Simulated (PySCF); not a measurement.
**C5H8Cl2Si: full NMR table**

* Formula: C5H8Cl2Si
* SMILES: C[SiH2][C@@H]1C(Cl)=C[C@@H]1Cl
* InChI: InChI=1S/C5H8Cl2Si/c1-8-5-3(6)2-4(5)7/h2-3,5H,8H2,1H3/t3-,5-/m0/s1
* Point group of the computed structure: C1
* Degrees of unsaturation: 2
* Carbon signals: 5
* Proton signals: 6

Molfile (atoms numbered from 1):
```
C5H8Cl2Si
     RDKit          3D

 16 16  0  0  0  0  0  0  0  0999 V2000
    2.0342   -0.2344    0.6186 C   0  0  0  0  0  0  0  0  0  0  0  0
    1.0743    0.4113   -0.8796 Si  0  0  0  0  0  4  0  0  0  0  0  0
   -0.7974    0.5273   -0.4721 C   0  0  2  0  0  0  0  0  0  0  0  0
   -1.1259    0.8180    0.9602 C   0  0  0  0  0  0  0  0  0  0  0  0
   -0.8139    2.2090    1.8841 Cl  0  0  0  0  0  0  0  0  0  0  0  0
   -1.7160   -0.3522    1.2101 C   0  0  0  0  0  0  0  0  0  0  0  0
   -1.5537   -0.7994   -0.2124 C   0  0  2  0  0  0  0  0  0  0  0  0
   -0.5974   -2.2732   -0.4478 Cl  0  0  0  0  0  0  0  0  0  0  0  0
    1.8512    0.3825    1.4946 H   0  0  0  0  0  0  0  0  0  0  0  0
    3.1019   -0.2186    0.4224 H   0  0  0  0  0  0  0  0  0  0  0  0
    1.7595   -1.2545    0.8686 H   0  0  0  0  0  0  0  0  0  0  0  0
    1.2258   -0.4212   -2.0729 H   0  0  0  0  0  0  0  0  0  0  0  0
    1.4747    1.7920   -1.1813 H   0  0  0  0  0  0  0  0  0  0  0  0
   -1.2995    1.1803   -1.1871 H   0  0  0  0  0  0  0  0  0  0  0  0
   -2.1482   -0.8277    2.0675 H   0  0  0  0  0  0  0  0  0  0  0  0
   -2.4772   -0.9303   -0.7757 H   0  0  0  0  0  0  0  0  0  0  0  0
  1  2  1  0
  2  3  1  0
  3  4  1  0
  4  5  1  0
  4  6  2  0
  6  7  1  0
  7  8  1  0
  7  3  1  0
  1  9  1  0
  1 10  1  0
  1 11  1  0
  2 12  1  0
  2 13  1  0
  3 14  1  6
  6 15  1  0
  7 16  1  6
M  END
```

- GFN2-xTB geometry
- GIAO PBE0/pcSseg-1 shieldings
- run in PySCF 2.14
- relativity neglected, fast rotation and ring inversion assumed for equivalent nuclei, one conformer, no solvent

Shifts are taken against calculated references (same method and geometry level): $^{1}$H (σref 31.72) and $^{13}$C (σref 186.93) and $^{29}$Si (σref 349.16) vs TMS.

| carbon | δC, type | δH (multiplicity) | HMBC from (2–3 bonds) | span of the C tensor (ppm) |
| --- | --- | --- | --- | --- |
| C1 | -6.7, CH3 | 0.31 (m) | H12, H13, H14 | 11 |
| C3 | 49.7, CH | 3.12 (m) | H15, H16, H12, H13, H9/H10/H11 | 35 |
| C4 | 151.1, C | – | H15, H16, H12, H13, H14 | 185 |
| C6 | 138.9, CH | 5.90 (d) | H16, H14 | 168 |
| C7 | 56.6, CH | 4.75 (m) | H15, H12, H13, H14 | 68 |

Other nuclei:
```
atoms    nucleus                          environment  δ (ppm)  σ (ppm)
  H12    $^{1}$H  hydrogen on a silicon bonded to 2 C     4.32    27.40
  H13    $^{1}$H  hydrogen on a silicon bonded to 2 C     4.19    27.52
  Si2  $^{29}$Si           silicon bonded to 2 C, 2 H    -47.6    396.7
```

Carbon types of the structure: 1 × C, 3 × CH, 1 × CH3, leaving 2 H on heteroatoms. δC 151.1: fully substituted alkene carbon; the olefinic region. δC 138.9: alkene CH; an sp2 carbon of a C=C bond. δH 4.75: hydrogen on an allylic sp3 CH bonded to Cl; its carbon carries Cl, an electronegative neighbour. δH 3.12: hydrogen on an allylic sp3 CH bonded to Si; allylic position. δH 0.31: hydrogen on a methyl carbon bonded to Si; an electropositive neighbour shields it, as in TMS itself.

Carbons that carry Cl, above all several Cl atoms, come out too deshielded, partly because spin–orbit coupling is missing. Shifts are as computed. Against solution values, carbons near 30 ppm lie about +3 ppm off and those near 130 ppm about +5 ppm; carbons on Cl a further +6 ppm. Of 1211 compounds with measured shifts, 218 miss one by over three times the rms of a fit or turn the order of signals round; such compounds aren't used in these exercises. Multiplicities follow the n + 1 count of equivalent neighbours, as no J values were calculated; m marks all less simple cases, F and P coupling included.
